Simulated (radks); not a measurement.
Results of a calculation; reference values are marked as such.
The cerium ion Ce+, 57 electrons, occupied as [Xe] 4f(5/2: 2, 7/2: 0) 6s1 (not the ground configuration). Level of theory: Dirac Kohn-Sham, PBE, spin-unpolarised, spherical densities, finite nucleus; Fermi nuclear charge, rms radius 4.8771 fm (a radial shooting solver on a logarithmic mesh with Libxc functionals). Some entries of the table are withheld. Estimate them.

orbital,occ.,eigenvalue (eV),<r^2> (bohr^2),r(max) (bohr)
1s1/2,2,-40231.00,(1),0.01574
2s1/2,2,(2),0.01300,0.08922
2p1/2,2,-6078.856,0.009533,0.06798
2p3/2,4,-5632.219,0.01079,0.07323
3s1/2,2,-1384.666,0.08861,0.2548
3p1/2,2,(3),0.08350,0.2415
3p3/2,4,(4),0.09104,0.2529
3d3/2,4,-878.5140,0.07454,0.2033
3d5/2,6,-859.6538,0.07668,0.2065
4s1/2,2,-279.2443,0.4603,0.5939
4p1/2,2,-222.7909,0.4925,0.6034
4p3/2,4,-204.0695,0.5344,0.6279
4d3/2,4,-111.5058,0.6423,0.6497
4d5/2,6,-108.2497,0.6596,0.6577
5s1/2,2,-43.1687,2.689,1.390
5p1/2,2,-28.2629,3.461,1.527
5p3/2,4,-25.7095,3.810,1.598
6s1/2,1,-7.9459,19.32,3.678
4f5/2,2,-6.3502,2.248,0.7244
4f7/2,0,-6.0673,2.348,0.7298

Answer. 
(1) 1s1/2 <r^2> (bohr^2): 0.0008209
(2) 2s1/2 eigenvalue (eV): -6438.159
(3) 3p1/2 eigenvalue (eV): -1232.453
(4) 3p3/2 eigenvalue (eV): -1144.658
